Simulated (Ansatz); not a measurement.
`FCCCOCF` and `FCOCC(F)F` differ in one atom or group.

Ansatz, PBE0-D4/def2-TZVP geometries, multiplicity 1. Each molecule was computed in one conformer, which needn't be the lowest.

```tsv
property	`FCCCOCF`
HOMO energy (ωB97M-V/def2-TZVPP) / eV	-10.95
size of the dipole moment (ωB97M-V/def2-TZVPP) / D	2.01
LUMO energy (B3LYP/def2-TZVPP) / eV	0.98
HOMO–LUMO gap (ωB97M-V/def2-TZVPP) / eV	13.79
HOMO–LUMO gap (PBE0/def2-TZVPP) / eV	9.88
LUMO energy (PBE/def2-TZVPP) / eV	0.47
```

Task: What does the change do to each property? (An estimate is asked.)

Result: Computed: 
```csv
property,`FCOCC(F)F`,shift
HOMO energy (ωB97M-V/def2-TZVPP) / eV,-11.18,-0.23
size of the dipole moment (ωB97M-V/def2-TZVPP) / D,1.02,-0.99
LUMO energy (B3LYP/def2-TZVPP) / eV,1.16,0.18
HOMO–LUMO gap (ωB97M-V/def2-TZVPP) / eV,14.21,0.42
HOMO–LUMO gap (PBE0/def2-TZVPP) / eV,10.28,0.40
LUMO energy (PBE/def2-TZVPP) / eV,0.57,0.10
```

With PBE0 the HOMO falls by 0.21 eV and the LUMO rises by 0.19 eV, so the gap widens by about 0.40 eV. PBE moves the HOMO by -0.12 eV and ωB97M-V by -0.23 eV. Dipoles are sizes alone; their direction can turn.

B3LYP here is the variant with VWN-RPA as its local correlation; programs differ in this.
